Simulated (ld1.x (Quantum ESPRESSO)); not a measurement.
## What the settings do to the TM potential of selenium

Base potential:

| Property | Result |
| --- | --- |
| Element | selenium |
| Generator | ld1.x (Quantum ESPRESSO) 7.5 |
| Type | norm-conserving Troullier–Martins (Kleinman–Bylander form) |
| Functional | PBE |
| Relativity | fully relativistic |
| Frozen core | [Ar] 3d10 |
| Valence charge | 6 |
| Reference configuration | 4s2 4p2 (charge +2) |
| Partial waves | 4p (bound): rc 1.20 bohr; 4d channel at 0.4 Ry: rc 1.10 bohr; 4s (bound): rc 1.20 bohr |
| Local potential | the s channel |
| Core correction | none |

Open shells are filled in proportion to 2j + 1 (rel_dist='average').

Cutoffs, loose and tight: the cutoffs (Ry, on a coarse ladder) from which the occupation-weighted sum of valence levels, in a spherical-Bessel basis at the reference potential, stays within 10 and 1 mRy of its value at 400 Ry. They do not see the model core or the augmentation charge, which bear on the density cutoff. Test errors are all-electron minus pseudo excitation energies from the reference, over the configurations 4s2 4p4; 4s2 4p3; 4s2 4p1; 4s2 4p4.3; 4s0 4p6; 4s2 4p3.5; 4s1 4p5. A dash means not determined; rows that change the core or the reference have their own tests.

A true bound ghost makes a file unfit for plane-wave use even where its test errors are small: the radial tests pick states by their node count and pass the ghost by.

| change | outcome | cutoff, loose | cutoff, tight | bound ghosts | largest test error (meV) |
| --- | --- | --- | --- | --- | --- |
| base | generated | 100 Ry | 230 Ry | p3/2, d5/2, d3/2, p1/2 | +71 |
| wave 4d channel at 0.4 Ry: rc 1.10 bohr becomes 4d channel at -0.15 Ry: rc 1.10 bohr | generated | 100 Ry | 230 Ry | p3/2, d5/2, d3/2, p1/2 | +71 |
| local potential all-electron potential smoothed inside 1.10 bohr (lloc = -1) | generated | 100 Ry | 230 Ry | d3/2, d5/2, s | +72 |
| core correction a·sin(br)/r model core inside 0.78 bohr | generated | 100 Ry | 230 Ry | p3/2, d5/2, d3/2, p1/2 | +5.1 |
| reference 4s2 4p4 | generated | 100 Ry | 260 Ry | p3/2, d3/2, d5/2, p1/2 | +548 |
| functional LDA (PZ) | generated | 100 Ry | 230 Ry | p3/2, d5/2, d3/2 | +49 |
| wave 4s (bound): rc 1.20 bohr becomes 4s (bound): rc 1.10 bohr | generated | 110 Ry | 300 Ry | p3/2, d5/2, d3/2, p1/2 | +93 |

Problem. What comes out with this change to the base: wave 4p (bound): rc 1.20 bohr becomes 4p (bound): rc 1.12 bohr?

Solution. outcome: generated; cutoff, loose: 180 Ry; cutoff, tight: 260 Ry; bound ghosts: p3/2, d5/2, d3/2, p1/2; largest test error (meV): +94.
